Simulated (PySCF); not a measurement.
C4H5F2O (doublet state).
Atom-mapped SMILES: `[F:1][CH:2][C@@H:3]1[O:4][CH2:5][C@H:6]1[F:7]` (hydrogens: H8 on C2; H9 on C3; H10, H11 on C5; H12 on C6)

Geometry (GFN2-xTB, Å), atoms numbered from 1 in this order:
```xyz
12
C4H5F2O angstrom
F      2.855   -0.099    0.728
C      1.780   -0.421   -0.004
C      0.457   -0.105    0.514
O     -0.498   -1.178    0.374
C     -1.481   -0.338   -0.233
C     -0.482    0.811   -0.333
F     -0.850    1.975    0.271
H      1.978   -1.075   -0.832
H      0.521    0.253    1.550
H     -1.851   -0.747   -1.174
H     -2.312   -0.131    0.446
H     -0.117    1.055   -1.332
```

The hyperfine couplings belong to this conformer and change with its torsions.

Computed with UKS B3LYP, pcH-1 on C F H O, non-relativistic, mean-field spin-orbit, GIAO (PySCF). Geometry: GFN2-xTB, one conformer, isolated molecule. A GFN2-xTB geometry isn't a minimum of the functional, and hyperfine couplings can be far from their values at a DFT geometry. Stability of the SCF solution: not tested.

**Question.** The isotropic 19F couplings are +166.8, +4.8 MHz. Assign them to F1; F7.

**Answer.** 
| site | a_iso (MHz) | ρ(0) (bohr⁻³) | position | distance from C2 (Å) | bound to | spin population there | largest \|T\| (MHz) |
| --- | --- | --- | --- | --- | --- | --- | --- |
| F1 | +166.8 | +0.0396 | 1 bond from C2 | 1.34 | C2 | +0.92 | 539.0 |
| F7 | +4.8 | +0.0012 | 3 bonds from C2 | 3.57 | C6 | +0.05 | 25.4 |

**Question.** The isotropic 13C couplings are +108.3, +91.8, -27.6, -2.5 MHz. Assign them to C2; C3; C5; C6.

**Answer.** 
```json
{"site": "C2", "a_iso (MHz)": "+108.3", "ρ(0) (bohr⁻³)": "+0.0964", "position": "largest spin population", "distance from C2 (Å)": "0.00", "spin population": "+0.92", "largest |T| (MHz)": "163.3"}
{"site": "C3", "a_iso (MHz)": "-27.6", "ρ(0) (bohr⁻³)": "-0.0246", "position": "1 bond from C2", "distance from C2 (Å)": "1.46", "spin population": "-0.07", "largest |T| (MHz)": "3.5"}
{"site": "C5", "a_iso (MHz)": "-2.5", "ρ(0) (bohr⁻³)": "-0.0022", "position": "3 bonds from C2", "distance from C2 (Å)": "3.27", "spin population": "+0.02", "largest |T| (MHz)": "2.2"}
{"site": "C6", "a_iso (MHz)": "+91.8", "ρ(0) (bohr⁻³)": "+0.0816", "position": "2 bonds from C2", "distance from C2 (Å)": "2.60", "spin population": "+0.05", "largest |T| (MHz)": "12.8"}
```

ρ(0) is the spin density at the nucleus and T the dipolar tensor. The largest Mulliken spin populations are on C2 (+0.92), F1 (+0.08) and C3 (-0.07). No atom but C2 exceeds +0.15. The angles at C2 add up to 358.7°, so it is planar; its axial dipolar tensor and the negative coupling of its proton fit spin in a p orbital normal to that plane.

Examples of negative spin density at the nucleus (bohr⁻³): C3 (-0.0246), H8 (-0.0142) and C5 (-0.0022).
